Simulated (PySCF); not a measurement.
BBr3, SMILES BrB(Br)Br. Heavy atoms are numbered as in [B:1]([Br:2])([Br:3])[Br:4].

Geometry: r2SCAN-D4/def2-SVP. The isomer is the one that the SMILES or the coordinates give; other isomers of the formula were not compared.

Method: PySCF with r2SCAN/def2-TZVP.

Atomic charges (e), one atom of each kind:

```tsv
atom	meta-Löwdin	Mulliken
B1	0.02	0.05
Br2	-0.01	-0.02
```

Q: Give the Mayer and Wiberg (Löwdin basis) orders of the bonds. (Estimate from the structure and the level; the computed values follow.)

A: 
```csv
bond,Mayer,Wiberg
B1–Br2,1.34,2.14
B1–Br3,1.34,2.14
B1–Br4,1.34,2.14
```
